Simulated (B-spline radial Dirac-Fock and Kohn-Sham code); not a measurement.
# X-ray lines that fill the K vacancy in Ge²⁺

System: the Ge²⁺ ion in the configuration [Ar] 3d10 4s2, inside a Watson sphere of charge -2 and radius 2.4 Å (a model of the Madelung potential; inside it an electron's potential energy is raised by 12.0 eV).

Model: independent-particle radiative and Coulomb Auger rates from relativistic LDA hole-state orbitals, with Dirac-Fock energies. Program: a B-spline atomic structure program.

```
line  multipole  energy (eV)  width (meV)  share (%)
K-L2         E1       9854.7          307       30.1
K-L3         E1       9886.0          596       58.4
K-M2         E1      10975.9         39.4       3.87
K-M3         E1      10980.1         77.1       7.56
```

The listed lines hold 100.0 % of the radiative rate. The radiative width is 1.02 eV in the length form and 1.05 eV in the velocity form; the two differ because the transition energies are not eigenvalue differences of the potential that gave the orbitals. Kα2/Kα1 is 0.515 and Kβ/Kα is 0.129.

Values without a named source are computed, but for edge energies of neutral atoms, which are taken from tables.
